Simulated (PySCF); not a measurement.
Al(Cl)2(SiH3), SMILES [SiH3][Al]([Cl])[Cl] (H₃AlCl₂Si), CAM-B3LYP/def2-SVP optimised geometry. Atoms within 1.6 Å of the plane z = 1.0 Å (x, y, z in Å): Si4 (-0.51, -0.37, 0.00), H5 (-0.98, 1.04, 0.00), H6 (0.98, -0.37, 0.00), H7 (-0.98, -1.04, 1.24).

Calculation: PySCF 2.14.0 with CAM-B3LYP/def2-TZVP.

Map of the electrostatic potential (hartree/e), clipped to [-0.08, 0.12] on the plane z = 1.0 Å:

```
|000000000000000000000000000|
|000000000000000000000000000|
|000000000000000000000000000|
|000000000000000000000000000|
|000000000000000000000000000|
|000000000000000000000000000|
|000000000000000000000000000|
|000000011111110000000000000|
|000000111222111110000000000|
|000011112333332211000000000|
|011111123466654321000000000|
|111111235799997421100000000|
|111112358999999632100000000|
|111122469999999742110000000|
|111123479999999843210000000|
|111123489999999843210000000|
|111122499999999632110000000|
|111112499999998531100000000|
|111112379999975321100000000|
|111111248998643211100000000|
|001111123444332211100000000|
|000000111222221111000000000|
|000000001111111111000000000|
|000000000001111110000000000|
|000000000000000000000000000|
|000000000000000000000000000|
|000000000000000000000000000|
```
Scale: ten equal steps from -0.001 (start of '0') to 0.120 (end of '9'), in the order '0123456789'; x runs from -3.50 to 3.50, y from -3.50 (bottom) to 3.50 (top).
